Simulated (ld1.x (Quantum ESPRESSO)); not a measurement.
## iron (Fe): one change to a PAW potential, before and after

```
Element                 : Fe (Z = 26)
Generator               : ld1.x (Quantum ESPRESSO) 7.5
Type                    : PAW
Functional              : LDA (PZ)
Relativity              : scalar-relativistic
Frozen core             : [Ar]
Valence charge          : 8
Reference configuration : 3d6 4s2 4p0
Partial waves           : 4s (bound): rcut 2.05, rcutus 2.60 bohr; 4s channel at 0.15 Ry: rcut 2.05, rcutus 2.60 bohr; 4p (bound, empty): rcut 2.40, rcutus 3.00 bohr; 4p channel at 2.15 Ry: rcut 2.40, rcutus 3.00 bohr; 3d (bound): rcut 1.40, rcutus 1.65 bohr; 3d channel at 3.55 Ry: rcut 1.40, rcutus 1.65 bohr
Local potential         : all-electron potential smoothed inside 1.95 bohr (lloc = -1)
Core correction         : Bessel-smoothed model core, default radius (core density twice the valence density)
Augmentation charge     : PSQ, radius 1.15 bohr
```

All-electron outer shells of the reference configuration (LDA (PZ), scalar-relativistic, ld1.x):

| shell | level (eV) | outermost node (bohr) | outermost maximum (bohr) |
| --- | --- | --- | --- |
| 3s | -93.51 | 0.33 | 0.70 |
| 3p | -59.93 | 0.30 | 0.72 |
| 3d | -7.75 | – | 0.71 |
| 4s | -5.49 | 1.01 | 2.38 |
| 4p | -1.44 | 1.10 | 3.29 |

Change: augmentation PSQ, radius 1.50 bohr.

Cutoffs: the cutoffs (Ry, on a coarse ladder) from which the occupation-weighted sum of valence levels, in a spherical-Bessel basis at the reference potential, stays within 10 and 1 mRy of its value at 400 Ry; they do not see the model core or the augmentation charge, which bear on the density cutoff. Errors are all-electron minus pseudo energies relative to the spin-unpolarised reference configuration.

**Question.** What does the change do?

**Answer.** The potential gets neither clearly harder nor softer (40 Ry and 70 Ry → 40 Ry and 70 Ry); of the 9 tests that both files solve, the error grows in 1 and shrinks in 2 by more than 15 % and 0.3 meV (median size 15.4 → 15.1 meV); neither file shows a bound ghost.

```csv
quantity,base,changed
"cutoff, loose",40 Ry,40 Ry
"cutoff, tight",70 Ry,70 Ry
bound ghosts,none,none
"error for 3d6 4s1 4p0, meV [ΔE 8.98 eV]",-2.3,-2.2
"error for 3d6 4s0 4p0, meV [ΔE 25.47 eV]",-12,-11
"error for 3d5 4s0 4p0, meV [ΔE 60.00 eV]",-288,-288
"error for 3d6 4s0 4p2, meV [ΔE 8.61 eV]",-1.0,-2.6
"error for 3d5 4s2 4p1, meV [ΔE 8.86 eV]",-135,-105
"error for 3d6 4s1.5 4p0, meV [ΔE 3.60 eV]",-0.7,-0.7
"error for 3d5 4s2 4p0, meV [ΔE 14.48 eV]",-129,-108
"error for 3d6 4s2 4p0 (spin-polarised), meV [ΔE -3.39 eV]",-16,-15
"error for 3d6 4s1 4p0 (spin-polarised), meV [ΔE 4.81 eV]",-15,-15
s: phases at 3.23 bohr within 0.05 rad from the reference energy up to (Ry; the scan ends near 5),2.0,2.0
p: phases at 3.23 bohr within 0.05 rad from the reference energy up to (Ry; the scan ends near 5),3.1,3.1
d: phases at 3.23 bohr within 0.05 rad from the reference energy up to (Ry; the scan ends near 5),to the end of the scan,to the end of the scan
lowest overlap eigenvalue by channel,"s 0.35, p 0.59, d 0.88","s 0.35, p 0.59, d 0.88"
```
